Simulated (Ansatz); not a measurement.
Coupled-cluster diagnostics for Cu3H3⁺ (the lowest doublet isomer of a short search), Ansatz.

Geometry of the doublet (r2SCAN-D4/def2-SVP):

| atom | x (Å) | y (Å) | z (Å) |
| --- | --- | --- | --- |
| Cu1 | 0.667 | -0.342 | -1.009 |
| Cu2 | -0.455 | 1.379 | 0.139 |
| Cu3 | -0.316 | -0.974 | 1.010 |
| H4 | 0.421 | 1.213 | -1.313 |
| H5 | 0.593 | -1.742 | -0.213 |
| H6 | -0.909 | 0.466 | 1.386 |

Correlated methods freeze 27 core orbitals. In CCSD on the charge 1 doublet the largest single amplitude is 0.30, so its Hartree–Fock determinant may place the open shell otherwise than the density functionals do. No other spin state of charge 1 was run. The structure comes from a short search, and lower isomers may exist.

(1) Estimate the CCSD(T) correlation energy, the shares of MP2 and (T), T1 and the reference's ⟨S²⟩ for: charge 1, doublet, own geometry in def2-TZVP; and the rough time on 4 threads of Arm Neoverse V2 on a shared host.

Answers

(1) 
```
                          state      basis  correlation (eV)  MP2 share (%)  (T) share (%)     T1  ⟨S²⟩ (pure)  wall time           remarks
charge 1, doublet, own geometry  def2-TZVP           -32.124          105.6            3.8  0.075  0.76 (0.75)      2 min  large T1 (0.075)
```
Customary marks for T1 are 0.02 (closed shells), 0.045 (open shells) and about 0.05 (3d metals). T1 exceeds 0.02 in 1 of 1 rows and 0.045 in 1; the higher it lies, the less the single-reference result can be trusted.
